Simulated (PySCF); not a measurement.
Stepwise substitution at one centre (B OH-I). Gas-phase values, no solvent. One relaxed conformer stands for each flexible species; it need not be the lowest. Strings in code marks are SMILES.

All values below come from PySCF with PBE-D3(BJ)/def2-TZVP // PBE0-D3(BJ)/def2-TZVP. All candidates: neutral, multiplicity 1. Excitations are Tamm–Dancoff values on a coarser integration grid. The basis has no diffuse functions, so Rydberg states are missing or too high.

| Item | Result |
|---|---|
| S1 excitation (TDA) | 6.76 eV |
| LUMO | -0.72 eV |
| HOMO–LUMO gap | 6.70 eV |

**Question.** Name which member has these values.
A. `OB(O)O`
B. `OB(O)I` (H–O–B–I torsion 180°, I–B–O–H torsion -180°)
C. `IB(I)I`
D. `OB(I)I` (H–O–B–I torsion 0°)

**Answer.** A, `OB(O)O`. The others give `OB(O)I` (H–O–B–I torsion 180°, I–B–O–H torsion -180°): 5.06 eV, -1.17 eV, 4.99 eV; `OB(I)I` (H–O–B–I torsion 0°): 4.40 eV, -1.99 eV, 4.35 eV; `IB(I)I`: 3.09 eV, -3.23 eV, 3.02 eV
